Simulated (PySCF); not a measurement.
**Vibration and rotation of SrCd**

r²SCAN constants of SrCd, ¹Σ⁺ (singlet), closed shell (PySCF, scalar-relativistic core potentials, basis sets Sr def2-SVP with ECP28, Cd def2-SVP with ECP28; masses 87.9056 and 113.9034 u):

```
ωe            : 46.2 cm⁻¹
ωexe          : 0.589 cm⁻¹
Be            : 0.022791 cm⁻¹
αe            : 0.000259 cm⁻¹
De to Sr + Cd : 0.108 eV
```

Q: What force constant and bond length do these constants imply?

A: Reduced mass μred = 49.615 u; k = 5.8918×10⁻⁷·μred·ωe² (u, cm⁻¹, mdyn/Å) = 0.0624 mdyn/Å; Re = √(16.8576/(μred·Be)) (u, cm⁻¹, Å) = 3.861 Å.

Q: Estimate the centrifugal constant D from the Kratzer relation and find the Dunham coefficient a1.

A: D = 4Be³/ωe² = 2.22e-08 cm⁻¹; a1 = −1 − αeωe/(6Be²) = -4.84.

Closed-shell solutions of metal pairs were not tested for spin polarisation, which can lower them a little. The bond is weak. Basis-set superposition, not corrected here, can be much of De in a small basis, most of all at correlated wavefunction levels. Functionals without a dispersion term scatter widely for such bonds, and LDA overbinds them.
